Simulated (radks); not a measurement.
Problem. These are the eigenvalues of the occupied orbitals of an atom or ion with whole-number occupations (hartree). Calculated with a radial shooting solver on a logarithmic mesh with Libxc functionals: non-relativistic Kohn-Sham, LDA (Slater exchange, Perdew-Wang correlation), spin-unpolarised, spherical densities, point nucleus.

orbital  eigenvalue
1s        -3097.056
2s        -751.8241

Which element is it, and in what charge state? The configuration may be excited.

Solution. Z = 80, mercury, charge +76: Hg76+ in [He] 2s2. The 1s level, -3097.1 hartree, gives Z - s = 78.7 by -(Z - s)^2/2, which with screening narrows Z to a few neighbours, and the depths must fix Z and the occupations together.
